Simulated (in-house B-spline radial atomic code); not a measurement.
Atomic self-consistent-field run: B. Level of theory: scalar-relativistic (X2C) PBE, spherical fractional occupations, Fermi nucleus of rms radius 2.406 fm, inside a hard spherical wall at 9.56 bohr; calculated with a radial B-spline atomic code at the basis-set limit.

Command:
```bash
python run_scf.py task.json out
```
Settings (nuclear radius in fm, mass in u):
```
Z                5
configuration    [He] 2s1 2p2
hamiltonian      x2c
method           pbe,pbe
spin_polarised   False
nucleus          fermi
rms_radius       2.406
atomic_mass      11.00931
speed_of_light   137.035999084
wall_radius      9.56
```

Output (hartree, bohr):
```
 radial grid: 68 intervals, B-splines of order 8, outer radius 9.56 bohr

 iter        energy (Eh)    residual
    1         -23.806089    8.84e-02
    2         -24.202267    2.96e-02
    3         -24.373538    7.67e-03
    4         -24.386833    1.93e-03
    5         -24.387072    8.25e-04
    6         -24.387309    1.30e-04
    7         -24.387315    1.54e-05
    8         -24.387315    2.13e-07
    9         -24.387315    7.57e-09

 total energy                       -24.38732
 kinetic                              24.3074
 electron-nucleus                    -56.3642
 Hartree                              11.4209
 exchange-correlation                 -3.7514

 orbital      occ     eigenvalue          <r>       <r^2>       <1/r>       <r^4>       r_max
 1s         2.000        -6.6763     0.329046    0.147133      4.6617   0.0578357      0.2101
 2s         1.000        -0.3634      1.93913     4.53135     0.74058     39.6254       1.511
 2p         2.000        -0.1479      2.23605     6.41069     0.60722     93.5644       1.562
```

Time taken, with all properties: 0.07 s on 1 thread of Arm Neoverse V1, on a shared host.
